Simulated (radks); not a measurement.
Task: The table gives one normalised radial function P(r) = r R(r) (large component) of Tm8+ in [Kr] 4d10 4f11 5s2 5p2 (r in bohr). Calculated with a radial shooting solver on a logarithmic mesh with Libxc functionals: Dirac Kohn-Sham, PBE, spin-unpolarised, spherical densities, point nucleus; open shells are shared between the two j in proportion to 2j + 1.

r           P
0.00144    0.0018
0.001663   0.0024
0.001905   0.0031
0.002183   0.0040
0.002501   0.0052
0.002865   0.0066
0.003283   0.0085
0.003761   0.0109
0.004309   0.0139
0.004936   0.0176
0.005656   0.0224
0.006531   0.0287
0.007483   0.0360
0.008573   0.0451
0.009822   0.0561
0.01125    0.0694
0.01289    0.0851
0.01477    0.1035
0.01692    0.1244
0.01939    0.1478
0.02221    0.1730
0.02545    0.1990
0.02939    0.2257
0.03367    0.2475
0.03858    0.2629
0.0442     0.2680
0.05063    0.2585
0.05801    0.2301
0.06646    0.1796
0.07614    0.1056
0.08724    0.0102
0.09995   -0.0997
0.1154    -0.2183
0.1322    -0.3141
0.1515    -0.3730
0.1736    -0.3750
0.1989    -0.3066
0.2278    -0.1668
0.261      0.0286
0.2991     0.2456
0.3426     0.4373
0.3925     0.5537
0.4497     0.5553
0.5194     0.4144
0.595      0.1622
0.6817    -0.1630
0.781     -0.5023
0.8948    -0.7943
1.025     -0.9888
1.175     -1.0570
1.346     -0.9985
1.542     -0.8409
1.766     -0.6319
2.04      -0.4101
2.337     -0.2381
2.677     -0.1192
3.068     -0.0504
3.514     -0.0177
4.026     -0.0050

Which n and l does it have? It may be an empty orbital.

Result: n = 5, l = 1: the number of nodes gives n - l - 1 = 3, the rise at small r points to l (this Dirac orbital starts as r^gamma with gamma = sqrt((l + 1)^2 - (Z/c)^2) = 1.94; the j = 3/2 orbital of l + 1 starts with the same power, but with a smaller coefficient, and then steepens), and the extent must fit the shell. The curve is that of 5p3/2; the two j differ most near the nucleus, where j = l - 1/2 has the larger amplitude, and in heavy atoms j = l - 1/2 is also the more compact. 5p3/2: eigenvalue -135.87 eV, 3 radial nodes at r = 0.0884, 0.256, 0.638 bohr, <r> = 1.28 bohr, 90 % of the charge inside 1.82 bohr.
